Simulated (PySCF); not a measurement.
# Pb: excitation energy

Pb [Xe] 4f14 5d10 6s2 6p2 (3P) → Pb [Xe] 4f14 5d10 6s2 6p1 7s1 (3P), as a difference of total energies. Calculation: PySCF 2.14, in aug-cc-pVTZ-DK3 (9s8p6d3f, 84 functions); scalar relativity by spin-free X2C-1e. Correlated levels: valence: [Xe] 4f14 5d10 frozen. The calculations carry no spin-orbit coupling.

```json
{"method": "UHF", "excitation energy (cm⁻¹)": "30900"}
{"method": "LDA", "excitation energy (cm⁻¹)": "31421"}
{"method": "PBE", "excitation energy (cm⁻¹)": "30351"}
{"method": "PBE0", "excitation energy (cm⁻¹)": "31241"}
{"method": "r2SCAN", "excitation energy (cm⁻¹)": "32445"}
{"method": "TPSS", "excitation energy (cm⁻¹)": "30862"}
{"method": "BLYP", "excitation energy (cm⁻¹)": "30313"}
{"method": "MP2 (valence)", "excitation energy (cm⁻¹)": "31466"}
{"method": "SCS-MP2 (valence)", "excitation energy (cm⁻¹)": "31416"}
```

Spin-orbit coupling is strong in these open shells (close to jj coupling). The scalar numbers leave it out and a first-order estimate fails, so it can dominate the gap to the real levels.

The promoted electron is Rydberg-like, and one or two diffuse shells describe it only roughly, which tends to raise the upper state.
